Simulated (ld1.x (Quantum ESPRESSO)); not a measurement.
**Varying the TM semilocal potential for Mn (Z = 25)**

Base potential:

```
Element                 : Mn
Generator               : ld1.x (Quantum ESPRESSO) 7.5
Type                    : norm-conserving Troullier–Martins (semilocal form)
Functional              : LDA (PZ)
Relativity              : scalar-relativistic
Frozen core             : [Ne]
Valence charge          : 15
Reference configuration : 3s2 3p6 3d5 4s1 4p0 (charge +1)
Partial waves           : 3s (bound): rc 0.90 bohr; 3p (bound): rc 1.20 bohr; 3d (bound): rc 1.90 bohr
Local potential         : the d channel
Core correction         : none
```

Occupied shells without a wave of their own: 4s. They enter only through the test configuration that unscreens the potential.

Cutoffs, loose and tight: the cutoffs (Ry, on a coarse ladder) from which the occupation-weighted sum of valence levels, in a spherical-Bessel basis at the reference potential, stays within 10 and 1 mRy of its value at 400 Ry. They do not see the model core or the augmentation charge, which bear on the density cutoff. Test errors are all-electron minus pseudo excitation energies from the reference, over the configurations 3s2 3p6 3d5 4s2 4p0; 3s2 3p6 3d5 4s0 4p0; 3s2 3p6 3d4 4s0 4p0; 3s2 3p6 3d4 4s2 4p0; 3s1 3p6 3d5 4s2 4p0; 3s2 3p6 3d5.5 4s1.5 4p0; 3s2 3p6 3d5 4s1 4p1 (two spin-polarised tests are not counted in the largest error). A dash means not determined; rows that change the core or the reference have their own tests.

A semilocal file is local in each channel, so a ghost entry of none says nothing of the separable form that plane-wave codes build from it.

```tsv
change	outcome	cutoff, loose	cutoff, tight	bound ghosts	largest test error (meV)
base	generated	160 Ry	300 Ry	none	-205
all radii scaled by about 0.75 (s 0.68, p 0.90, d 1.42 bohr)	generated	230 Ry	over 300 Ry	none	-145
all radii scaled by about 0.85 (s 0.78, p 1.02, d 1.62 bohr)	generated	180 Ry	over 300 Ry	none	-127
all radii scaled by about 0.92 (s 0.82, p 1.10, d 1.74 bohr)	generated	180 Ry	over 300 Ry	none	-151
all radii scaled by about 1.07 (s 0.96, p 1.30, d 2.04 bohr)	generated	160 Ry	260 Ry	none	-263
all radii scaled by about 1.14 (s 1.02, p 1.36, d 2.16 bohr)	generated, misses its reference levels by 0.20 eV	140 Ry	230 Ry	none	-398
all radii scaled by about 1.22 (s 1.10, p 1.46, d 2.32 bohr)	generated, misses its reference levels by 0.32 eV	110 Ry	160 Ry	none	-620
all radii scaled by about 1.29 (s 1.16, p 1.56, d 2.46 bohr)	generated, misses its reference levels by 0.43 eV	100 Ry	140 Ry	none	-805
```

What comes out with this change to the base: all radii scaled by about 1.38 (s 1.24, p 1.66, d 2.62 bohr)?

outcome: generated, misses its reference levels by 0.57 eV; cutoff, loose: 90 Ry; cutoff, tight: 120 Ry; bound ghosts: none; largest test error (meV): -1048.

Reading the sweep of the scale of all radii (base = 1) (base included, trends over the rows without a ghost): The loose cutoff falls from 230 Ry at 0.75 to 90 Ry at 1.38. A larger radius leaves more room for a smooth pseudo-wave, so fewer plane waves are needed; a smaller one forces it to follow the all-electron wave where it bends sharply. The median size of the test errors (rows with all tests solved) rises from 51.9 meV at 0.75 to 441.7 meV at 1.38. More of the atom is replaced by a form fitted at one configuration, so other configurations suffer as the radius grows.
